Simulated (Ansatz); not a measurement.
`CC[SiH](F)S` and `CC[SiH](O)F` differ in one element.

Ansatz, PBE0-D4/def2-TZVP geometries, multiplicity 1. Each molecule was computed in one conformer, which needn't be the lowest.

```json
{"property": "HOMO–LUMO gap (PBE/def2-TZVPP) / eV", "`CC[SiH](F)S`": "5.91"}
{"property": "size of the dipole moment (PBE/def2-TZVPP) / D", "`CC[SiH](F)S`": "2.07"}
{"property": "HOMO–LUMO gap (ωB97M-V/def2-TZVPP) / eV", "`CC[SiH](F)S`": "12.08"}
{"property": "HOMO energy (PBE/def2-TZVPP) / eV", "`CC[SiH](F)S`": "-6.50"}
{"property": "zero-point energy (PBE0-D4/def2-TZVP) / kJ/mol", "`CC[SiH](F)S`": "228.9"}
{"property": "HOMO–LUMO gap (B3LYP/def2-TZVPP) / eV", "`CC[SiH](F)S`": "7.53"}
```

Problem. Give the same properties after the change, and the shifts. (An estimate is asked.)

Solution. The calculation gave: 
```tsv
property	`CC[SiH](O)F`	shift
HOMO–LUMO gap (PBE/def2-TZVPP) / eV	6.80	0.89
size of the dipole moment (PBE/def2-TZVPP) / D	2.12	0.05
HOMO–LUMO gap (ωB97M-V/def2-TZVPP) / eV	12.75	0.67
HOMO energy (PBE/def2-TZVPP) / eV	-7.03	-0.53
zero-point energy (PBE0-D4/def2-TZVP) / kJ/mol	240.6	11.7
HOMO–LUMO gap (B3LYP/def2-TZVPP) / eV	8.51	0.98
```

With PBE0 the HOMO falls by 0.68 eV and the LUMO rises by 0.31 eV, so the gap widens by about 0.99 eV. PBE moves the HOMO by -0.53 eV and ωB97M-V by -0.72 eV. Dipoles are sizes alone; their direction can turn.

Positive LUMOs are unbound, so they and the gaps depend on the basis.

B3LYP here is the variant with VWN-RPA as its local correlation; programs differ in this.
